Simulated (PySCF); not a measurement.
Species: C2H11Ge2N.
Numbering: `[CH3:1][CH2:2][GeH2:3][NH:4][GeH3:5]`

The computed photoelectron lines, unassigned: C 1s: 290.03 (area 1), 290.58 (area 1) eV; N 1s: 403.57 eV.

Computed, not measured: delta-SCF UKS SCAN, pcX-2 on the ionised atom, pcseg-1 elsewhere, spin-free X2C in PySCF. Geometry: PBE0-D3(BJ)/def2-SVP, one conformer, isolated molecule.

Problem. Which carbon gives which C 1s line?

Solution. 290.03 eV: C2 (sp3 carbon bound to germanium); 290.58 eV: C1 (methyl carbon). The listed C 1s values span 0.55 eV, from C2 (bonded to C, 2 H and Ge) to C1 (bonded to C and 3 H). Summing the Pauling electronegativity differences to the bonded atoms, each weighted by its formal bond order, gives -1.24 for the lowest site and -1.05 for the highest.

Bonded neighbours of each site: C1: C and 3 H; C2: C, 2 H and Ge; N4: H and 2 Ge.

Problem. Which effective nuclear charge Zeff reproduces each element's mean 1s value in the hydrogen-like formula E = 13.606 eV × Zeff²?

Solution. C (Z = 6): mean 290.3 eV, Zeff = 4.62, Z − Zeff = 1.38; N (Z = 7): mean 403.6 eV, Zeff = 5.45, Z − Zeff = 1.55. Means run over the listed sites, weighted by atom count.

No level of germanium is listed.

Conformer computed: `[CH3:1][CH2:2][GeH2:3][NH:4][GeH3:5]`: C1–C2–Ge3–N4 55°, C2–Ge3–N4–Ge5 69°.
